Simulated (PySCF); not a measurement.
Electronic absorption of C7H4FNO

Compound: C7H4FNO.
SMILES: `O=C=Nc1ccccc1F`

Method used: PySCF, TDDFT PBE0/def2-SVPD, vertical, gas phase, core orbitals frozen in the response. Isolated species at its GFN2-xTB geometry (one conformer only). Torsions of this conformer, `[O:1]=[C:2]=[N:3][c:4]1[cH:5][cH:6][cH:7][cH:8][c:9]1[F:10]`: C2–N3–C4–C5 180°.

```csv
state,E (eV),ν̃ (cm⁻¹),f,symmetry,"main configurations (H = HOMO, L = LUMO)"
S1,5.17,41700,0.025,A′,"H→L+1 (42%), H-1→L (27%), H→L (24%)"
S2,5.64,45510,0.260,A′,"H→L (63%), H→L+1 (20%), H-1→L (9%)"
S3,5.75,46410,0.0005,–,H→L+2 (91%)
S4,6.56,52880,0.307,A′,"H-1→L (59%), H→L+1 (35%)"
S5,6.64,53590,0.0001,–,H-2→L (93%)
S6,6.72,54230,0.0030,A″,"H→L+3 (60%), H→L+4 (29%)"
S7,6.77,54620,0.527,A′,H-1→L+1 (81%)
S8,6.87,55380,0.0011,–,"H-1→L+2 (88%), H→L+3 (9%)"
```

Triplets (Tamm–Dancoff): T1 3.84 eV, H→L (72%), H-1→L+1 (12%); T2 4.48 eV, H→L+1 (63%), H-1→L+1 (17%), H→L (17%); T3 4.61 eV, H-1→L (50%), H-1→L+1 (29%), H→L+1 (12%).

The lowest singlet comes at 240 nm (499 kJ/mol) in the ultraviolet; it is weak; its leading configuration is HOMO→LUMO+1 (42%). The strongest level in the table is S7 at 6.77 eV (183 nm, f = 0.527). Löwdin shares by element: HOMO carbon 44% or more, nitrogen 15% (atoms not listed hold the other 41%); LUMO carbon 61% or more (atoms not listed hold the other 39%). Weighted by f, the mean energy of these states is 6.42 eV. The oscillator strengths of these states sum to 1.123; summed over the whole spectrum of an exact calculation they would give the number of electrons, 70 (Thomas–Reiche–Kuhn). Orbital energies (eV): HOMO-3 -9.82, HOMO-2 -9.13, HOMO-1 -7.81, HOMO -7.14, LUMO -1.00, LUMO+1 -0.64, LUMO+2 0.05. No computed singlet lies in the visible range (380 to 750 nm); the lowest, at 240 nm, stands 1.91 eV above its violet end (3.26 eV). Symmetry labels in Cs follow from the direction of the transition dipole and are given only for states with f of 0.002 or more. The window holds the lowest 8 singlets.
